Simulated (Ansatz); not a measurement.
Ansatz (a program for electronic structure) input (PBE0/def2-TZVP):

Ansatz 0.2 input:
```yaml
crystal:
  periodic: [false, false, false]
  atoms:
    - {symbol: O, position_ang: [-0.64918807, -1.24168714, -0.00638428]}
    - {symbol: S, position_ang: [0.06942861, 0.10131773, 0.00101622]}
    - {symbol: O, position_ang: [-0.74495094, 1.24603897, -0.03561977]}
    - {symbol: O, position_ang: [1.45969141, -0.05827825, 0.04454817]}
    - {symbol: H, position_ang: [-1.63527688, -1.18967227, -0.03661258]}
basis:
  gaussian:
    orbitals: def2-TZVP
hamiltonian:
  xc: {name: PBE0}
total_charge: 1
```

End of the output:

```
integrals: 0.05 GiB planned
768 factors; their error is unknown
mean field: 0.45 GiB planned
mean field evaluation 1: about -16960.8692 eV, gradient 9.6e1 eV
mean field evaluation 2: about -16934.6318 eV, gradient 1.6e2 eV
mean field evaluation 4: about -16974.2781 eV, gradient 1.3e1 eV
mean field evaluation 8: about -16974.5348 eV, gradient 2.5e-2 eV
mean field evaluation 16: about -16974.5734 eV, gradient 2.6e-5 eV
mean field -16974.57335422 eV, -623.8040649887 hartree, gradient 2.6e-5 eV, S^2 0.000000; 0 other end points of the search recorded, 0 dependent functions left out
reference -16974.57336961 eV, -623.8040655540 hartree; 20, 20 occupied and 116, 116 virtual orbitals, 768 factors
Total energy: -16974.57336961 eV, -623.8040655540 hartree
```

It need not be the lowest isomer of its formula.
